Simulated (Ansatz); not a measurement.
`F[Si](F)(F)I` + `OC(F)(Cl)Cl` → `F[Si](F)(Cl)I` + `OC(F)(F)Cl` at 700 K and 1 bar (formal exchange of groups at the Si–F bond).

Gas-phase electronic energies from Ansatz, PBE0-D4/def2-TZVP geometries. CCSD(T)/CBS is the MP2 limit (def2-TZVPP, def2-QZVPP) plus CCSD(T) − MP2 in def2-TZVPP, frozen cores. Elements past krypton have def2 core potentials. For I outer-core shells are correlated without core-valence functions, which leaves a few kJ/mol of doubt a bond. Each species was taken in one conformer, which may not be the lowest.

| species | CCSD(T)/CBS energy (Eh) | H − E (kJ/mol) | S (J/(mol·K)) |
| --- | --- | --- | --- |
| `F[Si](F)(F)I` | -886.14639 | 82.0 | 406.6 |
| `OC(F)(Cl)Cl` | -1133.16081 | 122.6 | 396.1 |
| `F[Si](F)(Cl)I` | -1246.11308 | 80.7 | 430.3 |
| `OC(F)(F)Cl` | -773.18536 | 124.3 | 380.6 |

H − E and S are ideal-gas, rigid-rotor, harmonic terms from PBE0-D4/def2-TZVP, for one conformer and one mirror image of each species. 1 Eh = 2625.50 kJ/mol, R = 8.31446 J/(mol·K).

By hand: ΔE, ΔH, ΔS and ΔG.

ΔE = (-1246.11308) + (-773.18536) − (-886.14639) − (-1133.16081) = 0.00876 Eh = 23.0 kJ/mol. Δ(H − E) = 80.7 + 124.3 − 82.0 − 122.6 = 0.4, so ΔH = 23.4 kJ/mol. ΔS = 430.3 + 380.6 − 406.6 − 396.1 = 8.2 J/(mol·K). ΔG = 23.4 − 700 × (8.2)/1000 = 17.7 kJ/mol.

By hand: the equilibrium constant, and the temperature at which ΔG would vanish if ΔH and ΔS stayed fixed.

log₁₀ K = −ΔG/(RT ln 10) = -1.3. ΔG = 0 at ΔH/ΔS = 2854 K, far beyond where these terms or the molecules hold.

The number of gas molecules stays the same, so ΔS is small and ΔH decides. A doubt of 5 kJ/mol in ΔE shifts log₁₀ K by 0.4 here. Other conformers and mirror images would add mixing entropy, several J/(mol·K) or more a flexible species. These are equilibria of isolated gas molecules and say nothing of rates. Largest T1 diagnostic: 0.011 (customary marks: 0.02 for closed shells, 0.045 for open ones).
